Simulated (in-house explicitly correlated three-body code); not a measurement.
Computed with an exponentially correlated three-body code. Model: two electrons around a point charge, non-relativistic, variational in 260 exponentially correlated functions (energies converged to about 1e-7 hartree, or 1e-8 relative for large Z), ground state as one setting changes.

Given: nuclear charge 26.

```
Yukawa screening of all interactions (1/bohr)  ground energy (hartree)  binding of second electron (eV)  mean radius (bohr)  mean distance of electrons (bohr)  mean cosine of angle
                                        0.052              -657.259327                           8724.2            0.058538                           0.085683            -0.0051209
                                         0.13              -653.302247                           8671.4            0.058539                           0.085685            -0.0051208
                                         0.26              -646.746662                             8584            0.058544                           0.085691            -0.0051203
                                         0.52              -633.782074                           8411.1            0.058561                           0.085718            -0.0051183
                                         0.91              -614.694781                           8156.5            0.058607                           0.085789             -0.005113
                                          1.3                        ?                                ?                   ?                                  ?                     ?
                                         1.95              -565.824773                             7505            0.058843                           0.086149             -0.005087
                                          2.6              -536.714384                             7117            0.059067                           0.086492            -0.0050631
                                          3.9                        ?                                ?                   ?                                  ?                     ?
                                          5.2              -430.431309                             5701            0.060512                             0.0887            -0.0049215
                                          6.5                -382.9311                           5068.7            0.061558                             0.0903            -0.0048279
                                          7.8              -338.903465                           4482.8            0.062831                           0.092247            -0.0047215
                                         10.4              -260.566139                           3441.3            0.066145                           0.097323            -0.0044735
                                           13              -194.212341                           2560.2            0.070739                            0.10438            -0.0041804
                                         15.6              -138.872164                           1826.5             0.07715                            0.11427            -0.0038399
                                         18.2              -93.7423543                           1229.5            0.086398                            0.12859            -0.0034456
```

(1) What follows for Yukawa screening of all interactions = 1.3?

(2) What follows for Yukawa screening of all interactions = 3.9?

Answers

(1) ground energy -596.028606 hartree; binding of second electron 7907.6 eV; mean radius 0.058677 bohr; mean distance of electrons 0.085896 bohr; mean cosine of angle -0.0051051.

(2) ground energy -481.611584 hartree; binding of second electron 6382.7 eV; mean radius 0.059682 bohr; mean distance of electrons 0.087432 bohr; mean cosine of angle -0.0050007.
